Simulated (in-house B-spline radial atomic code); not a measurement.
# RPA and G0W0 on SCAN: neutral manganese

Configuration [Ar] 3d5 4s2, highest spin, mean-field start SCAN. Computed with an all-electron radial atomic-structure program (B-spline basis): all electrons, scalar-relativistic (spin-free one-electron X2C), finite nucleus, each spin shell either full or empty, empty states to l = 9 with an (l + 1/2)⁻⁴ tail; G0W0 by contour deformation at full frequency.

Command:
```bash
python run_gw.py task.json out
```
Settings (radii: box in bohr, nucleus in fm):
```
Z                        25
electrons                25
configuration            [Ar] 3d5 4s2
hamiltonian              x2c
method                   scan,scan
lmax                     9
rms_radius               3.7057
spin_polarised           True
box_radius               40
intervals                73
ion_configuration        [Ar] 3d5 4s1
```

Run time, properties included: 8.1 s on 1 thread of Arm Neoverse N1 (shared host).

Energies (hartree):

```tsv
term	value
mean-field total	-1158.67508
Hartree-Fock functional on these orbitals	-1157.38313
direct second order	-2.0073
second-order exchange	0.66287
SOSEX correction	0.58002
```

**Question.** What is the RPA correlation energy, and what remains with SOSEX?

**Answer.** RPA gives -1.6666 hartree (-1.81 eV per electron); RPA + SOSEX gives -1.0866, and the second-order doubles -1.3445 hartree (no singles). SOSEX takes back 35 % of the RPA value.

Quasi-particle levels (eV):

| level | occupied | mean field | Σx - vxc | Σc | QP weight | G0W0 |
| --- | --- | --- | --- | --- | --- | --- |
| 4s down | yes | -4.536 | -1.56 | ? | ? | ? |
| 3d down | no | -2.770 | 10.62 | -7.46 | 0.638 | 0.390 |

G0W0 = mean field + (Σx - vxc) + Σc, with Σc (partial-wave tail included) taken at the quasi-particle energy. Only the outer levels were computed. Levels of low weight are left out. An empty level above zero is unbound and depends on the box.

**Question.** Where does G0W0 put 4s down?

**Answer.** At -7.348 eV, with Σc = -1.25 eV and a quasi-particle weight of 0.842. The tabulated removal energy is 7.434 eV (NIST, measured); the calculation leaves out spin-orbit coupling, Breit and QED terms, and what these don't explain is the method's own error.

**Question.** What does it cost to remove one electron (to [Ar] 3d5 4s1) by differences of total energies, each species on its own start (correlation terms add to the Hartree-Fock functional)?

**Answer.** SCAN 6.950 eV, Hartree-Fock functional 5.902 eV, + RPA 7.717 eV, + RPA + SOSEX 7.313 eV, + second order 8.399 eV. Tabulated: 7.434 eV (NIST, measured); the calculation leaves out spin-orbit coupling, Breit and QED terms, and what these don't explain is the method's own error.
